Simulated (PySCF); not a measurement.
COS, charge +1, doublet, at a GFN2-xTB geometry (a state made from the parent by changing its charge; the spin is typed, not shown lowest); CASSCF(9,8)/def2-SVP run with PySCF.

Input for PySCF:
```python
from pyscf import gto, scf, mcscf
import numpy

mol = gto.M(
    atom='''
O    -0.00000000   -0.00000000   -1.68367357
C    -0.00000000   -0.00000000   -0.55245671
S     0.00000000    0.00000000    1.04900805
''',
    basis='def2-svp',
    charge=1,
    spin=1,
    verbose=4,
)

mf = scf.ROHF(mol)
mf.kernel()
mc = mcscf.CASSCF(mf, 8, 9)
mc.fix_spin_(ss=0.75)
mc.kernel()
occ = numpy.linalg.eigvalsh(mc.fcisolver.make_rdm1(mc.ci, mc.ncas, mc.nelecas))[::-1]
ss = mc.fcisolver.spin_square(mc.ci, mc.ncas, mc.nelecas)[0]
print('natural occupations', occ.round(4), ' <S^2>', round(ss, 4))
```

The log (banner, timings and long lists left out):

```
PySCF version 2.14.0

[INPUT] verbose = 4
[INPUT] num. atoms = 3
[INPUT] num. electrons = 29
[INPUT] charge = 1
[INPUT] spin (= nelec alpha-beta = 2S) = 1
[INPUT] symmetry False subgroup None
[INPUT] Mole.unit = angstrom
[INPUT] Symbol           X                Y                Z      unit          X                Y                Z       unit  Magmom
[INPUT]  1 O      0.000000000000   0.000000000000  -1.683673570000 AA    0.000000000000   0.000000000000  -3.181681930469 Bohr   0.0
[INPUT]  2 C      0.000000000000   0.000000000000  -0.552456710000 AA    0.000000000000   0.000000000000  -1.043991877578 Bohr   0.0
[INPUT]  3 S      0.000000000000   0.000000000000   1.049008050000 AA    0.000000000000   0.000000000000   1.982337916964 Bohr   0.0

nuclear repulsion = 78.9626277672532
number of shells = 20
number of NR pGTOs = 84
number of NR cGTOs = 46
basis = def2-svp
ecp = {}

******** <class 'pyscf.scf.rohf.ROHF'> ********
method = ROHF
initial guess = minao
damping factor = 0
level_shift factor = 0
DIIS = <class 'pyscf.scf.diis.CDIIS'>
diis_start_cycle = 1
diis_space = 8
diis_damp = 0
SCF conv_tol = 1e-09
SCF conv_tol_grad = None
SCF max_cycles = 50
direct_scf = True
direct_scf_tol = 1e-13
num. doubly occ = 14  num. singly occ = 1
Set gradient conv threshold to 3.16228e-05
init E= -510.532010363219
  HOMO = -0.334878511767856  LUMO = 0.0712290644442403  gap/eV = 11.05075
cycle= 1 E= -509.525149342199  delta_E= 1.01  |g|= 0.755  |ddm|= 1.57
  HOMO = -0.647228797821476  LUMO = -0.248287869021245  gap/eV = 10.85574
cycle= 2 E= -509.598150792079  delta_E= -0.073  |g|= 0.645  |ddm|= 0.738
  HOMO = -0.581249128566965  LUMO = -0.181040481675012  gap/eV = 10.89023
cycle= 3 E= -509.680582466611  delta_E= -0.0824  |g|= 0.0985  |ddm|= 0.323
  HOMO = -0.564390728915765  LUMO = -0.151861461384958  gap/eV = 11.22549
cycle= 4 E= -509.683186844432  delta_E= -0.0026  |g|= 0.0292  |ddm|= 0.0729
  HOMO = -0.557620399825951  LUMO = -0.154275952794959  gap/eV = 10.97556
cycle= 5 E= -509.683558594319  delta_E= -0.000372  |g|= 0.00749  |ddm|= 0.0361
  HOMO = -0.559890802751326  LUMO = -0.154274517846235  gap/eV = 11.03738
cycle= 6 E= -509.683608441825  delta_E= -4.98e-05  |g|= 0.00366  |ddm|= 0.0133
  HOMO = -0.559155929582058  LUMO = -0.154438147944122  gap/eV = 11.01293
cycle= 7 E= -509.683616297853  delta_E= -7.86e-06  |g|= 0.00106  |ddm|= 0.00569
  HOMO = -0.559064123752993  LUMO = -0.154386315529327  gap/eV = 11.01184
cycle= 8 E= -509.683617406257  delta_E= -1.11e-06  |g|= 0.000403  |ddm|= 0.0017
  HOMO = -0.558998632580438  LUMO = -0.154386648322904  gap/eV = 11.01005
cycle= 9 E= -509.683617646627  delta_E= -2.4e-07  |g|= 0.000143  |ddm|= 0.000785
  HOMO = -0.559000190074833  LUMO = -0.154399417707547  gap/eV = 11.00975
cycle= 10 E= -509.683617678705  delta_E= -3.21e-08  |g|= 2.74e-05  |ddm|= 0.000379
  HOMO = -0.559001258797135  LUMO = -0.154399783160893  gap/eV = 11.00977
cycle= 11 E= -509.683617679693  delta_E= -9.87e-10  |g|= 7.43e-06  |ddm|= 7.55e-05
  HOMO = -0.559001037834621  LUMO = -0.154400558858647  gap/eV = 11.00974
Extra cycle  E= -509.683617679756  delta_E= -6.3e-11  |g|= 4.12e-06  |ddm|= 1.08e-05
converged SCF energy = -509.683617679756

******** <class 'pyscf.mcscf.mc1step.CASSCF'> ********
CAS (5e+4e, 8o), ncore = 10, nvir = 28
max_cycle_macro = 50
max_cycle_micro = 4
conv_tol = 1e-07
conv_tol_grad = None
orbital rotation max_stepsize = 0.02
orbital rotation threshold for CI restart = 0.01
augmented hessian ah_max_cycle = 30
augmented hessian ah_conv_tol = 1e-12
augmented hessian ah_linear dependence = 1e-14
augmented hessian ah_level shift = 1e-08
augmented hessian ah_start_tol = 2.5
augmented hessian ah_start_cycle = 3
augmented hessian ah_grad_trust_region = 3
kf_trust_region = 3
kf_interval = 4
ci_response_space = 4
ci_grad_trust_region = 3
with_dep4 0
natorb = False
canonicalization = True
sorting_mo_energy = False
ao2mo_level = 2
internal_rotation = False
******** <class 'pyscf.fci.addons.SpinPenaltyFCISolver'> ********
max. cycles = 50
conv_tol = 1e-08
davidson only = True
linear dependence = 1e-12
level shift = 0.001
max iter space = 12
nroots = 1
pspace_size = 400
spin = None
CASCI E = -509.758148046052  S^2 = 0.7500000
Set conv_tol_grad to 0.000316228
macro iter   1 ( 21 JK    4 micro), CASSCF E = -509.790226316281  dE = -3.20782702e-02  S^2 = 0.7500000
               |grad[o]|=0.101  |grad[c]|=0.0491  |ddm|=0.0627  |maxRot[o]|=0.286
macro iter   2 ( 21 JK    4 micro), CASSCF E = -509.799377008681  dE = -9.15069240e-03  S^2 = 0.7500000
               |grad[o]|=0.0544  |grad[c]|=0.0361  |ddm|=0.0196  |maxRot[o]|=0.199
macro iter   3 ( 15 JK    4 micro), CASSCF E = -509.800022134080  dE = -6.45125399e-04  S^2 = 0.7500000
               |grad[o]|=0.0204  |grad[c]|=0.00404  |ddm|=0.00685  |maxRot[o]|=0.0733
macro iter   4 ( 14 JK    4 micro), CASSCF E = -509.800148377698  dE = -1.26243618e-04  S^2 = 0.7500000
               |grad[o]|=0.00482  |grad[c]|=0.0012  |ddm|=0.00111  |maxRot[o]|=0.0487
macro iter   5 (  9 JK    3 micro), CASSCF E = -509.800157666145  dE = -9.28844696e-06  S^2 = 0.7500000
               |grad[o]|=0.00143  |grad[c]|=0.000139  |ddm|=0.000879  |maxRot[o]|=0.0158
macro iter   6 (  6 JK    2 micro), CASSCF E = -509.800157806877  dE = -1.40732141e-07  S^2 = 0.7500000
               |grad[o]|=0.000159  |grad[c]|=4.26e-05  |ddm|=0.0001  |maxRot[o]|=0.002
macro iter   7 (  1 JK    1 micro), CASSCF E = -509.800157806946  dE = -6.88373802e-11  S^2 = 0.7500000
               |grad[o]|=1.63e-05  |grad[c]|=1.18e-05  |ddm|=    0  |maxRot[o]|=    0
1-step CASSCF converged in   7 macro ( 87 JK  22 micro) steps
CASSCF canonicalization
Density matrix diagonal elements [1.95588258 1.97606801 1.9224913  1.97438372 1.01085503 0.06869315
 0.0680251  0.02360112]
CASSCF energy = -509.800157806946
CASCI E = -509.800157806946  E(CI) = -21.6764721524473  S^2 = 0.7500000
natural occupations [1.9825 1.9762 1.9498 1.9302 1.0052 0.0667 0.066  0.0235]  <S^2> 0.75
```
